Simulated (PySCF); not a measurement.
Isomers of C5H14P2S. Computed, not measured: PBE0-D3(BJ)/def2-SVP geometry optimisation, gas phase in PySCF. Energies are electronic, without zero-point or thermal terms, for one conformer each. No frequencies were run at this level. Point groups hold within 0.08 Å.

Task: Rank from lowest to highest electronic energy at this level (kcal/mol).
A. `[CH3:1][CH2:2][CH2:3][P@@:4]([PH2:5])(=[S:6])[CH2:7][CH3:8]` with C1–C2–C3–P4 -173°, C2–C3–P4–P5 -74°, C3–P4–P5–H 178° and 85°, C3–P4–C7–C8 53°
B. `[CH3:1][C:2]([CH3:3])([CH3:4])[P@:5]([CH3:6])([PH2:7])=[S:8]` with C2–P5–P7–H 176° and -91°

Result: B (0.0), A (2.4).

Neighbours under 2.5 kcal/mol apart (CC(C)(C)[P@](C)(P)=S and CCC[P@@](P)(=S)CC) can change places with a better method, another conformer or zero-point energy.

| SMILES | E (Eh) | E rel (kcal/mol) | dipole (D) | point group | A, B, C (MHz) |
| --- | --- | --- | --- | --- | --- |
| CC(C)(C)[P@](C)(P)=S | -1278.80154 | 0.0 | 3.59 | C1 | 1252, 1100, 875.3 |
| CCC[P@@](P)(=S)CC | -1278.79770 | 2.4 | 3.67 | C1 | 1164, 815.4, 727.6 |

Task: How do the relative energies change in single points at PBE0/pcSseg-1 (no added dispersion term) on the same geometries?

Result: 
```json
{"SMILES": "CC(C)(C)[P@](C)(P)=S", "PBE0-D3(BJ)/def2-SVP (kcal/mol)": "0.0", "PBE0/pcSseg-1 (kcal/mol)": "0.0", "shift": "0.0"}
{"SMILES": "CCC[P@@](P)(=S)CC", "PBE0-D3(BJ)/def2-SVP (kcal/mol)": "2.4", "PBE0/pcSseg-1 (kcal/mol)": "1.1", "shift": "-1.3"}
```

Each column counts from its own lowest isomer. The order is unchanged; the largest shift is 1.3 kcal/mol.

Task: As an exercise, what shares would exp(−E/RT) give at 2000 K from these electronic energies alone (no entropy, no degeneracies)?

Result: RT = 3.974 kcal/mol: CC(C)(C)[P@](C)(P)=S 64.7 %, CCC[P@@](P)(=S)CC 35.3 %.
